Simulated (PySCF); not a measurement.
Gas-phase reaction: 2 InH₃ + 2 In₂O ⇌ 6 InH + O₂

Energies from PySCF, thermal terms from the rigid-rotor harmonic-oscillator model, ideal gas at 1 bar. † marks an energy on the PBE0/def2-TZVP geometry and frequencies. MP2 and CCSD(T) freeze the core. Open shells (unrestricted): O₂ (multiplicity 3); the rest are closed-shell singlets. In: scalar-relativistic def2 core potential, no spin-orbit coupling. InH₃, InH: computed as isolated molecules; such fragments, hydroxides, amides, oligomers or adducts are transient or little studied in the gas. MP2 isn't extrapolated to the basis-set limit. CCSD(T) isn't extrapolated to the basis-set limit.

MP2/def2-SVP† gives ΔH°(298 K) = 923 kJ.

Task: What do CCSD(T)/def2-SVP†, r2SCAN/def2-TZVP†, ωB97X-V/def2-TZVP† give?

Result: CCSD(T)/def2-SVP†: 825 kJ; r2SCAN/def2-TZVP†: 893 kJ; ωB97X-V/def2-TZVP†: 884 kJ. For scale, ΔH°(298 K) is 923 kJ at this level, 881 kJ at ωB97M-V/def2-TZVP†, and runs from 703 to 984 kJ over the 18 levels computed.
